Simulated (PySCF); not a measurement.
Broadened absorption spectrum of C7H7N

Compound: C7H7N.
SMILES: `[H]/N=C\C1=C[C@@H]2[C@@H]3[C@H]1[C@H]23`

The calculation used TDDFT B3LYP/def2-SVPD, vertical, gas phase, core orbitals frozen in the response in PySCF. Geometry: GFN2-xTB, one conformer, isolated molecule.

Computed states:

| state | E (eV) | f |
| --- | --- | --- |
| S1 | 4.08 | 0.0024 |
| S2 | 4.34 | 0.150 |
| S3 | 5.22 | 0.0002 |
| S4 | 6.04 | 0.013 |
| S5 | 6.34 | 0.105 |
| S6 | 6.38 | 0.0009 |
| S7 | 6.50 | 0.0006 |
| S8 | 6.67 | 0.030 |

Each state is given a Gaussian of 0.5 eV full width at half maximum, with ε(max) = 2.175×10⁸ f / Δν̃ (Δν̃ the width in cm⁻¹). The width is an assumption, not a result. The curve ends short of the highest state used, and states not computed would add to its high-energy end.

(1) What does the envelope look like, and where are its maxima?

(2) On this curve, what absorbance would a 10⁻⁵ mol/L sample give at 254 nm over a 1 cm path?

(3) Coming from long wavelengths, where does ε first pass 100 L mol⁻¹ cm⁻¹?

(4) Does any computed singlet lie in the visible range?

Answers

(1) 
λ (nm), ε (L mol⁻¹ cm⁻¹) and a bar:
```
    204.3       3324 ############
    209.1       1543 ######
    213.9        601 ##
    218.7        201 #
    223.5         60 
    228.3         20 
    233.1         14 
    237.9         15 
    242.7         23 
    247.5         64 
    252.3        215 #
    257.1        619 ##
    261.9       1455 #####
    266.7       2823 ##########
    271.5       4597 #################
    276.3       6387 ########################
    281.1       7692 ############################
    285.9       8141 ##############################
    290.7       7672 ############################
    295.6       6484 ########################
    300.4       5004 ##################
    305.2       3553 #############
    310.0       2343 #########
    314.8       1448 #####
    319.6        846 ###
    324.4        471 ##
    329.2        252 #
    334.0        130 
    338.8         66 
    343.6         32 
    348.4         16 
    353.2          7 
    358.0          4 
    362.8          2 
    367.6          1 
    372.4          0
```

Maxima: 286 nm (4.34 eV), ε about 8100, made up of S2 (99%) (ε in L mol⁻¹ cm⁻¹; maxima over ε = 5, shares over 10%). At its high-energy end, 6.07 eV, the curve is still rising (ε about 3300, from S4 and S5).

(2) 254 nm is 4.881 eV, where ε is about 320 L mol⁻¹ cm⁻¹, so A = ε c l ≈ 0.0032 (Beer–Lambert, with the gas-phase spectrum and the assumed width).

(3) At about 336 nm (3.69 eV), 0.39 eV below S1.

(4) No computed singlet lies in the visible range (380 to 750 nm); the lowest, at 304 nm, stands 0.82 eV above its violet end (3.26 eV); a Tamm–Dancoff triplet lies at 482 nm, without intensity as long as spin–orbit coupling is left out.
